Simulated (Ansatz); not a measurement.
The lowest singlet and triplet of C4H4S (SMILES c1ccsc1); geometries from B3LYP-D3(BJ)/def2-TZVP, each state relaxed from the structure named, with no frequency check.
Singlet (charge 0, multiplicity 1):
```xyz
9

C      0.464    -1.207     0.662
C     -0.933    -0.993     0.503
C     -1.214     0.181    -0.135
S      0.220     1.032    -0.547
C      1.212    -0.191     0.141
H      0.892    -2.075     1.142
H     -1.693    -1.679     0.848
H     -2.179     0.589    -0.385
H      2.285    -0.094     0.123
```

A positive gap puts the triplet lower; no zero-point energy. R- takes a restricted singlet. The triplet is unrestricted in single-reference levels. Active spaces average the two states.

Cores are frozen in the correlated methods.

Codes used: Ansatz (a first-principles code) with Gaussian orbitals. Values without a source in brackets are computed.

Question: Estimate the gap E(singlet) − E(triplet), vertical, at the singlet's geometry that R-HF/cc-pV(T+d)Z returns for this input.

Answer: -284 kJ/mol

Question: Estimate the gap E(singlet) − E(triplet), vertical, at the singlet's geometry that SA-CASSCF(6,5)/cc-pV(D+d)Z returns for this input.

Answer: -360 kJ/mol

Question: What is the computed gap E(singlet) − E(triplet), vertical, at the singlet's geometry (FIC-MRCISD+Q on SA-CASSCF(6,5)/cc-pV(T+d)Z)?

Answer: -379 kJ/mol

Doubts at one or more of the structures used: a restricted determinant that unrestricted orbitals would lower (R-HF/cc-pV(T+d)Z); a spin-contaminated determinant (R-HF/cc-pV(T+d)Z).
